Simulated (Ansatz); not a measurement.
One change: `[CH3][In]([Cl])[C]#N` becomes `[CH3][In]([NH2])[Cl]`.

Ansatz, PBE0-D4/def2-TZVP geometries, multiplicity 1. Each molecule was computed in one conformer, which needn't be the lowest.

Elements past krypton have def2 core potentials.

```tsv
property	`[CH3][In]([Cl])[C]#N`
LUMO energy (B3LYP/def2-TZVPP) / eV	-2.54
HOMO energy (B3LYP/def2-TZVPP) / eV	-8.52
HOMO energy (PBE/def2-TZVPP) / eV	-7.42
HOMO energy (PBE0/def2-TZVPP) / eV	-8.78
LUMO energy (PBE/def2-TZVPP) / eV	-3.00
HOMO–LUMO gap (PBE0/def2-TZVPP) / eV	6.52
```

Q: Give the same properties after the change, and the shifts. (Best estimate.)

A: Computed: 
| property | `[CH3][In]([NH2])[Cl]` | shift |
| --- | --- | --- |
| LUMO energy (B3LYP/def2-TZVPP) / eV | -1.23 | 1.31 |
| HOMO energy (B3LYP/def2-TZVPP) / eV | -7.08 | 1.44 |
| HOMO energy (PBE/def2-TZVPP) / eV | -5.97 | 1.45 |
| HOMO energy (PBE0/def2-TZVPP) / eV | -7.32 | 1.46 |
| LUMO energy (PBE/def2-TZVPP) / eV | -1.73 | 1.27 |
| HOMO–LUMO gap (PBE0/def2-TZVPP) / eV | 6.40 | -0.12 |

With PBE0 the HOMO rises by 1.46 eV and the LUMO rises by 1.34 eV, so the gap narrows by about 0.12 eV. PBE moves the HOMO by 1.45 eV and ωB97M-V by 1.33 eV.

B3LYP here is the variant with VWN-RPA as its local correlation; programs differ in this.
